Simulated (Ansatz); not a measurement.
C2H6F2Sn (`C[CH](F)[SnH2][F]`), relaxed with RKS PBE-D4/def2-SVP in Ansatz from a rough embedded geometry. The force threshold is 0.03 eV/Å; the program also tests the step.

Charge 0, multiplicity 1. Sn takes the def2 core potential.

Start:

```xyz
11

C    -1.127   -0.213   -0.855
C    -0.444    0.694    0.053
F    -1.246    0.932    1.130
Sn    1.397   -0.160    0.764
F     1.049   -1.838    1.603
H    -2.137    0.203   -1.222
H    -1.385   -1.207   -0.363
H    -0.555   -0.431   -1.752
H    -0.222    1.615   -0.437
H     2.241    0.904    1.791
H     2.429   -0.498   -0.712
```

```
step  energy (eV)  largest force (eV/Å)  largest move (Å)
   1  -13422.4591                 2.888             0.000
   2  -13422.6964                 1.252             0.197
   3  -13422.8085                 0.579             0.103
   4  -13422.8251                 0.212             0.050
   5  -13422.8341                 0.147             0.107
   6  -13422.8410                 0.259             0.142
   7  -13422.8462                 0.282             0.131
   8  -13422.8511                 0.170             0.060
   9  -13422.8561                 0.036             0.049
  10  -13422.8570                 0.039             0.067
  11  -13422.8579                 0.042             0.062
  12  -13422.8583                 0.024             0.014
```

End:

```xyz
11

C    -1.239   -0.307   -0.743
C    -0.400    0.775   -0.093
F    -1.068    1.313    1.009
Sn    1.501   -0.069    0.663
F     0.965   -1.938    1.010
H    -2.252    0.082   -0.977
H    -1.334   -1.196   -0.088
H    -0.769   -0.638   -1.693
H    -0.182    1.607   -0.801
H     1.981    0.566    2.198
H     2.797   -0.195   -0.486
```

Hardware: 4 threads of an Arm Neoverse V1 on a shared host. Wall time 17 s, peak host memory 0.16 GiB.
